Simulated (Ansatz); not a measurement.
Breaking the Mg1–H2 bond in H4MgSi (SMILES [MgH][SiH3]) (multiplicity 1 held, fragments rigid). Energies count from the point at 1.702 Å.
Geometry at that point (charge 0, multiplicity 1):
```xyz
6

Mg    -1.2739    -0.6992    -0.1785
H     -2.7546    -1.5120    -0.3860
Si     0.9718     0.5334     0.1362
H      1.6131     0.2497     1.4524
H      0.8377     2.0169     0.0636
H      1.9863     0.1688    -0.8943
```

U- levels take the lowest unrestricted solution at each point, which mixes spins at long bonds. Active spaces are followed from a long bond inwards. Curves can end on different states.

Frozen-core correlation.

Programs: Ansatz (a program for electronic structure). Values without a source in brackets are computed.

### Question
Give the energy at R = 5.446 Å at the level U-HF/def2-SVPD.

### Answer
51.7 kcal/mol

### Question
Give the energy at R = 5.446 Å at the level FIC-MRCISD+Q on CASSCF(2,2)/def2-SVPD.

### Answer
69.4 kcal/mol

Doubts at one or more of the structures used: a spin-contaminated determinant (U-HF/def2-SVPD).
